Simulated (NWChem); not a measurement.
Molecule: C$_{5}$H$_{2}$F$_{2}$; SMILES C(F)(=C=CC#C)F

Question: Give the equilibrium geometry at PBE-D3(BJ)/def2-SVP (NWChem) as a list of bonds and angles, with the point group.

Answer: point group Cs; any orientation.
Bonds (Å): C1–C2 1.226, C1–H8 1.081, C2–C3 1.425, C3–C4 1.330, C3–H9 1.111, C4–C5 1.314, C5–F6 1.331, C5–F7 1.331. Angles (°): C2–C1–H8 179.3, C1–C2–C3 178.0, C2–C3–C4 125.1, C2–C3–H9 115.8, C4–C3–H9 119.2, C3–C4–C5 179.5, C4–C5–F6 124.9, C4–C5–F7 124.9, F6–C5–F7 110.2.
